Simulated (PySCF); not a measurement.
Computed IR spectrum (relative IR intensity) of a molecule C3H9BO. Coordinates come from a PBE-D3(BJ)/def2-SVP optimisation. The values are those of a single conformer. Computed with PBE-D3(BJ)/def2-SVP in PySCF. Frequencies are harmonic and unscaled.

Lines under 2 % of the strongest are left out, and lines within 2 cm⁻¹ are merged.

ν (cm⁻¹): 380 (w), 579 (m), 677 (w), 680 (w), 837 (m), 928 (m), 963 (w), 977 (m), 1046 (vw), 1175 (m), 1207 (vw), 1231 (w), 1304 (vs), 1344 (m), 1353 (s), 1382 (vw), 1409 (m), 1430 (w), 2936 (w), 2957 (vw), 2962 (m), 3002 (w), 3039 (vw), 3043 (m), 3046 (m), 3050 (w), 3718 (w) (against the strongest line: vs over 80 %, s over 45 %, m over 15 %, w over 4 %, vw less)

Task: Pick the molecule that these values belong to.
A) CC(C)BO
B) CCBOC
C) CBOCC
D) CCB(C)O

Result: D, CCB(C)O
